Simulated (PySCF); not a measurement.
## Si²⁺: excitation energy

Si²⁺ [Ne] 3s2 (1S) → Si²⁺ [Ne] 3p2 (3P), as a difference of total energies. Calculation: PySCF 2.14, in x2c-TZVPPall (5s5p3d1f, 42 functions); scalar relativity by spin-free X2C-1e. Correlated levels: valence: [Ne] frozen. The calculations carry no spin-orbit coupling.

| method | excitation energy (eV) |
| --- | --- |
| UHF | 15.070 |
| MP2 (valence) | 15.743 |
| SCS-MP2 (valence) | 16.038 |
| CCSD (valence) | 15.996 |

Q: How much does correlation contribute at MP2 (valence)?

A: 15.743 − (15.070) = 0.673 eV, measured against UHF.

A first-order spin-orbit estimate (lowest level to lowest level, LS coupling) adds -0.027 eV.

The basis was made for the ground configuration and has no added diffuse functions, so the excitation energy can come out too high.

With two correlated electrons CCSD is exact in that space.
